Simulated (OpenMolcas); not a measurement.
Nb4+ in a point-charge field

Nb4+ among 4 point charges of -2 e arranged as a tetrahedron (Td), 2.03 Å from the ion.
```
   1.1720    1.1720    1.1720  -2.00
   1.1720   -1.1720   -1.1720  -2.00
  -1.1720    1.1720   -1.1720  -2.00
  -1.1720   -1.1720    1.1720  -2.00
```

```yaml
Program: OpenMolcas 26.06
Method: CASSCF
Basis: ANO-RCC-VDZP [6s5p3d1f]
Scalar_Hamiltonian: DKH2, point nucleus
Active_space: 1 electron in 5 orbitals (4d)
State_averaging: 2S+1 = 2 even, 5 roots
Spin-orbit_coupling: RASSI with atomic mean-field integrals over the reference wave functions
```

The lowest spin-free states (labels of Td), above the lowest:

| State | Degeneracy | E (cm-1) | Free-ion L (%) |
| --- | --- | --- | --- |
| 2E | 2 | 0.0 | D (100) |
| 2T2 | 3 | 4508 | D (100) |

The lowest levels with spin-orbit coupling:

```csv
E (cm-1),Degeneracy,Label,2S+1,g
0.0,4,Γ8,2,
4525,4,Γ8,2,
5338,2,Γ7,2,1.96 1.96 1.96
```

Powder χT (cm3 K/mol): 0.196 at 2 K, 0.198 at 10 K, 0.206 at 50 K, 0.216 at 100 K, 0.236 at 200 K, 0.256 at 300 K. The effective moment at 300 K is 2.828 √(χT) = 1.43 μB.

The lowest level has 2S+1 = 2, for which the spin-only value is χT = S(S+1) / 2 = 0.375 cm3 K/mol (g = 2). The computed 0.256 at 300 K differs by -0.119, through orbital momentum, spin-orbit coupling and any other state in reach.

The gap between the two states is 10Dq = -4508 cm-1 (negative for this site).

An orbital doublet at a regular site is open to a Jahn-Teller distortion, which this geometry leaves out. The ground term spreads over less than 5000 cm-1, several times less than with real ligands, so orbital moments are less quenched and χT lies further from the spin-only value than at real sites. This is an electrostatic model: the charges have no orbitals. No measured value stands beside these numbers.
